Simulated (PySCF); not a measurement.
# Correlation energy of P (phosphorus, neutral)

[Ne] 3s1 3p3 4s1, high-spin 6S determinant (an excited configuration). Calculation: PySCF 2.14, in aug-cc-pV(D+d)Z (5s4p3d, 32 functions); no relativity, point nucleus. Frozen: [Ne]; 5 electrons correlated.

```
  level  correlation energy (mhartree)
   CCSD                         -35.36
    (T)                          -0.32
CCSD(T)                         -35.68
  CCSDT                         -35.79
```

Diagnostics: T1 = 0.0055, D1 = 0.0158, largest double amplitude 0.043.

The outer electron is Rydberg-like, and this basis confines it to a smaller radius and binds it less than a complete one would.

Cost of the coupled-cluster step: of the order of 0.19 core-seconds, for 5 correlated electrons.
